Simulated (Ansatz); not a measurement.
Molecular dynamics of CuSi₁₆

input.yaml

```yaml
accuracy: low
crystal:
  lattice:
    - [0.0, 5.43, 5.43]
    - [5.43, 0.0, 5.43]
    - [5.43, 5.43, 0.0]
  atoms:
    - { symbol: Si, position: [0.00128023, 0.00126001, 0.0007649] }
    - { symbol: Si, position: [0.12331803, 0.12346475, 0.12648689] }
    - { symbol: Si, position: [0.00139626, 0.00137645, 0.49638111] }
    - { symbol: Si, position: [0.12618221, 0.12613917, 0.62380113] }
    - { symbol: Si, position: [0.0028186, 0.49236521, 0.0024255] }
    - { symbol: Si, position: [0.12624596, 0.62374811, 0.12526964] }
    - { symbol: Si, position: [0.00028788, 0.50048677, 0.49964318] }
    - { symbol: Si, position: [0.12626547, 0.62380718, 0.62471785] }
    - { symbol: Si, position: [0.49216488, 0.00287187, 0.00249881] }
    - { symbol: Si, position: [0.6237423, 0.12620903, 0.12527644] }
    - { symbol: Si, position: [0.50052505, 0.00024295, 0.49964611] }
    - { symbol: Si, position: [0.6238005, 0.1262294, 0.62475283] }
    - { symbol: Si, position: [0.50055646, 0.50052015, -0.00090815] }
    - { symbol: Si, position: [0.62439541, 0.62443624, 0.12562337] }
    - { symbol: Si, position: [0.50057366, 0.50053799, 0.49990808] }
    - { symbol: Si, position: [0.62567674, 0.62562696, 0.62440575] }
    - { symbol: Cu, position: [0.86949905, 0.86999626, 0.87987346] }
magnetization:
  spin_polarized: true
basis:
  ecutwfc: 420.0
kpoints:
  mp_grid: { grid: [2, 2, 2] }
hamiltonian:
  xc: pbe
  dispersion: d3bj
  pseudopotentials: { kind: paw, azcp: { folder: soft_1 } }
scf:
  occupations: { method: fermi_dirac, width: 0.02 }
  lower_state_search: "off"
md:
  timestep: 2
  n_steps: 210
  ensemble: nvt_langevin
  temperature: 600.0
  initial_velocities: maxwell_boltzmann
  seed: 721736
  friction: 0.05
```

Run as:

```bash
$ ansatz run input.yaml --threads 2 --pin off --max-ram 5120MiB --backend cpu --events-out ev --progress --plain --runs-dir out
```

It starts from a partly relaxed structure (largest force component 0.07 eV/Å).

Output, in part (step lines):

```
md step     0: t =     0.00 fs  T =   564.7 K  F+E_penalty+E_count = -16800.74807528 eV  E_kin = 1.240896 eV  (19 SCF iters)
md step     1: t =     2.00 fs  T =   502.2 K  F+E_penalty+E_count = -16800.72528835 eV  E_kin = 1.103591 eV  (7 SCF iters)
md step     2: t =     4.00 fs  T =   456.1 K  F+E_penalty+E_count = -16800.66641078 eV  E_kin = 1.002135 eV  (8 SCF iters)
md step     3: t =     6.00 fs  T =   484.9 K  F+E_penalty+E_count = -16800.58031949 eV  E_kin = 1.065467 eV  (8 SCF iters)
md step     4: t =     8.00 fs  T =   480.7 K  F+E_penalty+E_count = -16800.46633163 eV  E_kin = 1.056287 eV  (7 SCF iters)
md step     5: t =    10.00 fs  T =   496.6 K  F+E_penalty+E_count = -16800.32879254 eV  E_kin = 1.091220 eV  (7 SCF iters)
md step     6: t =    12.00 fs  T =   412.4 K  F+E_penalty+E_count = -16800.17803933 eV  E_kin = 0.906321 eV  (7 SCF iters)
md step     7: t =    14.00 fs  T =   411.1 K  F+E_penalty+E_count = -16800.02955478 eV  E_kin = 0.903273 eV  (7 SCF iters)
[... lines left out ...]
md step   210: t =   420.00 fs  T =   728.6 K  F+E_penalty+E_count = -16799.29340142 eV  E_kin = 1.601044 eV  (8 SCF iters)
```

The steps, from the saved trajectory:

```json
{"time (fs)": "0", "T (K)": "565", "potential energy less start (eV)": "0.000"}
{"time (fs)": "14", "T (K)": "411", "potential energy less start (eV)": "0.719"}
{"time (fs)": "28", "T (K)": "569", "potential energy less start (eV)": "0.869"}
{"time (fs)": "42", "T (K)": "690", "potential energy less start (eV)": "0.535"}
{"time (fs)": "56", "T (K)": "480", "potential energy less start (eV)": "0.997"}
{"time (fs)": "70", "T (K)": "538", "potential energy less start (eV)": "0.958"}
{"time (fs)": "84", "T (K)": "753", "potential energy less start (eV)": "0.835"}
{"time (fs)": "98", "T (K)": "610", "potential energy less start (eV)": "1.038"}
{"time (fs)": "112", "T (K)": "373", "potential energy less start (eV)": "1.004"}
{"time (fs)": "126", "T (K)": "541", "potential energy less start (eV)": "0.851"}
{"time (fs)": "140", "T (K)": "533", "potential energy less start (eV)": "1.022"}
{"time (fs)": "154", "T (K)": "595", "potential energy less start (eV)": "0.989"}
{"time (fs)": "168", "T (K)": "624", "potential energy less start (eV)": "0.931"}
{"time (fs)": "182", "T (K)": "564", "potential energy less start (eV)": "0.964"}
{"time (fs)": "196", "T (K)": "637", "potential energy less start (eV)": "0.984"}
{"time (fs)": "210", "T (K)": "487", "potential energy less start (eV)": "1.118"}
{"time (fs)": "224", "T (K)": "771", "potential energy less start (eV)": "1.144"}
{"time (fs)": "238", "T (K)": "563", "potential energy less start (eV)": "1.355"}
{"time (fs)": "252", "T (K)": "642", "potential energy less start (eV)": "1.240"}
{"time (fs)": "266", "T (K)": "721", "potential energy less start (eV)": "1.449"}
{"time (fs)": "280", "T (K)": "829", "potential energy less start (eV)": "1.397"}
{"time (fs)": "294", "T (K)": "770", "potential energy less start (eV)": "1.376"}
{"time (fs)": "308", "T (K)": "610", "potential energy less start (eV)": "1.575"}
{"time (fs)": "322", "T (K)": "839", "potential energy less start (eV)": "0.862"}
{"time (fs)": "336", "T (K)": "614", "potential energy less start (eV)": "1.123"}
{"time (fs)": "350", "T (K)": "502", "potential energy less start (eV)": "1.214"}
{"time (fs)": "364", "T (K)": "616", "potential energy less start (eV)": "1.075"}
{"time (fs)": "378", "T (K)": "590", "potential energy less start (eV)": "1.189"}
{"time (fs)": "392", "T (K)": "639", "potential energy less start (eV)": "1.404"}
{"time (fs)": "406", "T (K)": "547", "potential energy less start (eV)": "1.620"}
{"time (fs)": "420", "T (K)": "729", "potential energy less start (eV)": "1.455"}
```

The run went to its last step. A run of 0.42 ps of so small a system gives no equilibrium averages. Limits of this set-up: coarse k mesh, a small cell, in which the defect meets its images, low accuracy level.

Mean squared displacements from the first frame to the last, about the centre of mass: Si 0.06 Å², Cu 0.01 Å².

Last frame:

```xyz
17
Lattice="0.0000 5.4300 5.4300 5.4300 0.0000 5.4300 5.4300 5.4300 0.0000" Properties=species:S:1:pos:R:3
Si -0.057 -0.057 -0.256
Si 1.154 1.313 1.284
Si 2.475 2.916 0.067
Si 4.038 4.139 1.385
Si 2.684 0.343 2.801
Si 4.155 1.671 4.172
Si 5.517 2.910 2.783
Si 6.700 4.482 4.338
Si -0.208 2.627 2.564
Si 1.308 3.938 3.811
Si 2.431 5.561 2.690
Si 3.880 6.938 4.050
Si 2.738 2.933 5.317
Si 3.808 4.194 6.885
Si 5.264 5.725 5.562
Si 6.823 6.992 6.838
Cu 9.402 9.655 9.340
```

The run took 30 min on 2 threads of Arm Neoverse V1, on a shared host, peak memory 0.73 GiB.
